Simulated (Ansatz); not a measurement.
Niobium pentachloride, relaxed with RKS PBE-D4/def2-SVP in the Gaussian-basis code of Ansatz from a rough embedded geometry. The force threshold is 0.03 eV/Å; the program also tests the step.

The species carries charge 0 and has multiplicity 1. Nb: def2 effective core potential.

Start:

```xyz
6

Cl    2.370    0.316    1.521
Nb    0.113    0.676    0.346
Cl   -1.005   -0.663    1.996
Cl   -2.281    0.846   -0.529
Cl    0.635    0.680   -2.446
Cl    0.167   -1.854   -0.888
```

```
step  energy (eV)  largest force (eV/Å)  largest move (Å)
   1  -64122.8292                 4.014             0.000
   2  -64124.8205                 3.953             0.195
   3  -64126.2681                 2.099             0.196
   4  -64127.1870                 0.805             0.199
   5  -64127.5900                 0.540             0.198
   6  -64127.6888                 0.077             0.200
   7  -64127.7068                 0.013             0.166
   8  -64127.7072                 0.032             0.064
   9  -64127.7077                 0.012             0.028
```

End:

```xyz
6

Cl    1.792    0.887    1.113
Nb    0.000    0.000    0.000
Cl   -0.865   -0.788    2.021
Cl   -1.887    1.255   -0.318
Cl    0.866    0.789   -2.020
Cl    0.094   -2.143   -0.795
```

Run time 46 s (2 threads of an AMD EPYC 7R13 on a shared host); peak host memory 0.26 GiB.
